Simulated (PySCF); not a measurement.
CH4Cl2SSi, SMILES C[Si](S)(Cl)Cl.

Coordinates come from a PBE-D3(BJ)/def2-SVP optimisation. The values are those of a single conformer.

Two levels are set side by side: PBE/def2-TZVP (PySCF) and HF/def2-TZVP (PySCF). Same geometry, gas phase. Differences are taken from unrounded values.

```json
[
 {"quantity": "orbital gap (eV)", "HF": "13.94"},
 {"quantity": "highest occupied level (eV)", "HF": "-10.77"},
 {"quantity": "lowest empty level (eV)", "HF": "3.17"},
 {"quantity": "dipole moment (D)", "HF": "2.52"},
 {"quantity": "mean polarisability (bohr³)", "HF": "73.5"}
]
```

Task: What does PBE give, and how far is it from HF? (Estimate from the structure and the level; the computed values follow.)

Result: 
```tsv
quantity	PBE	PBE minus HF
orbital gap (eV)	5.55	-8.40
highest occupied level (eV)	-6.62	4.15
lowest empty level (eV)	-1.07	-4.25
dipole moment (D)	2.32	-0.20
mean polarisability (bohr³)	81.2	7.7
```

Without exact exchange PBE keeps part of each electron's self-repulsion, which lifts occupied levels and narrows the gap. Loosely held outer electrons make PBE densities more polarisable. Differences between two approximate levels are no errors against the true value.

Rough cost on one machine, each run with all the roots and properties that it gave: HF against PBE about 1/3.
